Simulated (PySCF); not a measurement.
CH5ClO2Si, SMILES C[Si](O)(O)Cl. Atoms are numbered in the order given.

```xyz
10

C      1.9592    -0.2778     0.1140
Si     0.1923     0.0808    -0.2996
O     -0.4128    -0.8459    -1.5358
O      0.0931     1.6748    -0.7155
Cl    -1.0060    -0.3221     1.3709
H      2.5924    -0.1369    -0.7762
H      2.3138     0.4010     0.9046
H      2.0751    -1.3138     0.4665
H     -1.0239    -1.5513    -1.2949
H     -0.7452     1.9791    -1.0838
```

Coordinates come from a B3LYP-D3(BJ)/def2-SVP optimisation. The values are those of a single conformer.

All values below come from PBE/pcSseg-1 (PySCF).

GIAO shieldings, no solvent; atoms listed in one row are averaged. δ = σ(ref) − σ: ¹³C against TMS (σ = 182.0 ppm); ²⁹Si against TMS (σ = 335.4 ppm); ¹⁷O against H2O (σ = 334.3 ppm); ³⁵Cl against HCl (σ = 936.5 ppm); ¹H against TMS (σ = 31.49 ppm), references at their B3LYP-D3(BJ)/def2-TZVP geometries, non-relativistic (without spin–orbit terms, shifts of atoms bonded to Cl or Br come out too high).

Estimate the chemical shifts. (Estimate from the structure and the level; the computed values follow.)


| nucleus | atoms | count | δ (ppm) |
|---|---|---|---|
| ¹³C | C1 | 1 | 2.6 |
| ²⁹Si | Si2 | 1 | -6.5 |
| ¹⁷O | O3 | 1 | 90.1 |
| ¹⁷O | O4 | 1 | 88.5 |
| ³⁵Cl | Cl5 | 1 | 100.0 |
| ¹H | H10 | 1 | 2.51 |
| ¹H | H9 | 1 | 2.18 |
| ¹H | H6, H7, H8 | 3 | 0.70 |
